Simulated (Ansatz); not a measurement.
# CrCl (charge +1): shapes and states compared

Computed with Ansatz's Gaussian-basis code (development build). Basis cc-pwCVTZ-DK on Cr, cc-pVTZ-DK on Cl, scalar X2C without spin–orbit coupling, 10 orbitals frozen in the corrections; active space CAS(12,10). Restricted Hartree–Fock, then the lowest state-specific CASSCF solution met for each case. Coupled cluster stands on the determinant that it favours, not always the lowest RHF. Single-reference values can break down or jump between states where bonds are stretched. Solutions in different active orbitals can move differences by tenths of an eV and at times more than 1 eV.

Case A, quintet: bond length 2.1940 Å.

Case B, septet: the shape of A.

Energy less that of case A, in eV:

```
case  RHF/ROHF  CASSCF  CCSD(T)
   B    +1.854  +2.391   +2.005
```

(1) Give the SC-NEVPT2 energies against case A.

(2) Which case is lowest, and do the methods agree?

Results:

(1) B: +1.663 eV (38.3 kcal/mol).

(2) A is lowest in SC-NEVPT2. Of the methods shown, RHF/ROHF, CASSCF, CCSD(T) agree.
